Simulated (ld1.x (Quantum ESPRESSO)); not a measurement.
Before and after: TM semilocal potential for Sm

samarium, norm-conserving Troullier–Martins (semilocal form), made with ld1.x (Quantum ESPRESSO) 7.5 (PBE, scalar-relativistic). Core [Xe], reference 4f6 5d0 6s2 6p0. Waves: 6s (bound): rc 3.55 bohr; 5d (bound, empty): rc 2.85 bohr; 4f (bound): rc 0.90 bohr; 6p (bound, empty): rc 4.05 bohr. Local part: the p channel. Core correction: a·sin(br)/r model core inside 0.75 bohr.

Change: wave 6s (bound): rc 3.55 bohr becomes 6s (bound): rc 4.24 bohr.

Cutoffs: the cutoffs (Ry, on a coarse ladder) from which the occupation-weighted sum of valence levels, in a spherical-Bessel basis at the reference potential, stays within 10 and 1 mRy of its value at 400 Ry; they do not see the model core or the augmentation charge, which bear on the density cutoff. Errors are all-electron minus pseudo energies relative to the spin-unpolarised reference configuration.

Task: What does the change do?

Result: Of the 6 tests that both files solve, the error grows in 3 and shrinks in 0 by more than 15 % and 0.3 meV (median size 42.9 → 59.6 meV); neither file shows a bound ghost at the reference potential, the only one tested. More of the atom is replaced by a form fitted at one configuration, so other configurations suffer. A semilocal file is local in each channel, so a ghost entry of none says nothing of the separable form that plane-wave codes build from it.

```tsv
quantity	base	changed
bound ghosts	none	none
tests counted (converged, no solver errors)	6 of 7	6 of 7
error for 4f6 5d0 6s1 6p0, meV [ΔE 5.95 eV]	-7.1	-6.3
error for 4f6 5d0 6s0 6p0, meV [ΔE 17.04 eV]	-60	-78
error for 4f5 5d0 6s0 6p0, meV [ΔE 40.88 eV]	-1398	-1535
error for 4f5 5d1 6s2 6p0, meV [ΔE 2.95 eV]	-683	-649
error for 4f6 5d0 6s1 6p1, meV [ΔE 2.44 eV]	-7.2	-9.8
error for 4f6 5d0 6s0 6p1, meV [ΔE 9.08 eV]	-26	-41
```

Base: Tests not counted: 4f7 5d0 6s0 6p0 (pseudo-atom not self-consistent, printed error -557 eV). These tests converged, but a pseudo level misses the all-electron one widely, so the file describes the atom poorly there or has found another state: 4f5 5d0 6s0 6p0: 4f by 3.1 eV; 4f5 5d1 6s2 6p0: 4f by 1.9 eV. Changed file: Tests not counted: 4f7 5d0 6s0 6p0 (pseudo-atom not self-consistent, printed error -364 eV). These tests converged, but a pseudo level misses the all-electron one widely, so the file describes the atom poorly there or has found another state: 4f5 5d0 6s0 6p0: 4f by 3.2 eV; 4f5 5d1 6s2 6p0: 4f by 1.7 eV.
